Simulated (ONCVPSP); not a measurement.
Ir (Z = 77), ONCV: configuration errors across variants

- Element: Ir (Z = 77)
- Generator: ONCVPSP 4.0.1
- Type: optimised norm-conserving Vanderbilt (ONCV)
- Functional: PBE
- Relativity: fully relativistic
- Frozen core: [Kr] 4d10 4f14
- Valence charge: 17
- Reference configuration: 5s2 5p6 5d7 6s1 (charge +1)
- Partial waves: 5s+6s: rc 1.85 bohr, ncon 3, nbas 7, qcut 7 1/bohr, 2 projectors; 5p: rc 1.95 bohr, ncon 4, nbas 8, qcut 7.7 1/bohr, 2 projectors, debl 1.1 Ha; 5d: rc 1.50 bohr, ncon 4, nbas 7, qcut 5.4 1/bohr, 2 projectors, debl 1.5 Ha
- Local potential: polynomial inside 1.25 bohr (lpopt 4, dvloc0 0 Ha)
- Core correction: Teter function, fcfact 5.5, rcfact 1.65

Open shells are filled in proportion to 2j + 1.

In the p channel the program set the typed energies aside and used -2.180, 0.250 Ha (j = l + 1/2; the other j can differ).

All-electron excitation energies from the reference (eV): (1) 5s2 5p6 5d7 6s2 -9.889; (2) 5s2 5p6 5d7 6s0 17.474; (3) 5s2 5p6 5d6 6s0 48.010; (4) 5s2 5p6 5d7 6s0 6p1 6.395.

Errors AE − PS in meV (a dash: test not solved or not reliable):

```csv
change,(1),(2),(3),(4),bound ghosts,GHOST(+) flags above zero
base,-5.3,-10,-25,-4.4,none,none
"all radii but the core radius scaled by about 0.81 (s 1.50, p 1.58, d 1.22 bohr); local potential polynomial inside 1.00 bohr (lpopt 4, dvloc0 0 Ha)",-4.5,-8.0,-23,-3.5,none,s
"all radii but the core radius scaled by about 0.88 (s 1.62, p 1.70, d 1.32 bohr); local potential polynomial inside 1.10 bohr (lpopt 4, dvloc0 0 Ha)",-4.9,-8.9,-24,-3.8,none,s
"all radii but the core radius scaled by about 0.95 (s 1.76, p 1.86, d 1.44 bohr); local potential polynomial inside 1.20 bohr (lpopt 4, dvloc0 0 Ha)",-5.2,-9.6,-25,-4.2,none,none
"all radii but the core radius scaled by about 1.18 (s 2.18, p 2.30, d 1.78 bohr); local potential polynomial inside 1.48 bohr (lpopt 4, dvloc0 0 Ha)",-6.0,-11,-26,-4.3,none,s
"all radii but the core radius scaled by about 1.23 (s 2.28, p 2.40, d 1.84 bohr); local potential polynomial inside 1.54 bohr (lpopt 4, dvloc0 0 Ha)",-5.3,-11,-26,-5.4,none,none
"all radii but the core radius scaled by about 1.31 (s 2.42, p 2.54, d 1.96 bohr); local potential polynomial inside 1.64 bohr (lpopt 4, dvloc0 0 Ha)",-5.7,-12,-29,-6.7,none,none
```

(1) Give the same row for: all radii but the core radius scaled by about 1.11 (s 2.04, p 2.16, d 1.66 bohr); local potential polynomial inside 1.38 bohr (lpopt 4, dvloc0 0 Ha).

Results:

(1) -5.6, -11, -25, -4.7; bound ghosts: none; GHOST(+) flags above zero: none.
